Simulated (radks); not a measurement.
Results of a calculation; reference values are marked as such.
Task: The molybdenum ion Mo9+ is in [Ar] 3d10 4s2 4p3. Level of theory: scalar-relativistic Kohn-Sham, PBEsol, spin-polarised, spherical densities, finite nucleus; Fermi nuclear charge, rms radius of each element as measured or else 0.836 A^(1/3) + 0.57 fm (a radial shooting solver on a logarithmic mesh with Libxc functionals). Open shells are filled with parallel spins first. One electron is removed from 4s, 4p, 3p, 3d in turn, with full relaxation. Which removal costs least, and what does each cost?

Result: 4p 188.18 eV; 4s 211.56 eV; 3d 400.76 eV; 3p 557.56 eV. The 4p electron leaves first.
